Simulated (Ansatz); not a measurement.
`COB([SiH3])Cl` + `FC(Cl)Cl` → `[SiH3]C(Cl)Cl` + `COB(F)Cl`  (formal exchange of groups at the Si–B bond)

Program: Ansatz. Geometries: PBE0-D4/def2-TZVP. ΔE: electronic, gas phase. CCSD(T)/CBS is the MP2 limit (def2-TZVPP, def2-QZVPP) plus CCSD(T) − MP2 in def2-TZVPP, frozen cores. DFT in def2-TZVPP. B3LYP here is the variant with VWN-RPA as its local correlation; programs differ in this. One conformer a species, not always the lowest.

| level | ΔE (eV) | difference from CCSD(T)/CBS |
| --- | --- | --- |
| PBE-D4 | -2.00 | 0.27 |
| PBE0-D4 | -2.12 | 0.15 |
| B3LYP-D4 | -2.19 | 0.08 |
| ωB97M-V | -2.24 | 0.03 |
| B2PLYP | -2.24 | 0.03 |
| HF/def2-TZVPP | -2.38 | -0.11 |
| CCSD(T)/def2-TZVPP | -2.25 | 0.02 |
| HF/def2-QZVPP | -2.39 | -0.12 |
| MP2/def2-QZVPP | -2.38 | -0.11 |
| MP2/CBS(def2) | -2.39 | -0.12 |
| CCSD(T)/CBS | -2.27 | 0 |

Largest T1 diagnostic among the species: 0.013.

From PBE to PBE0 (25 % exact exchange), in def2-TZVPP and without D4, ΔE moves by −0.13 eV.
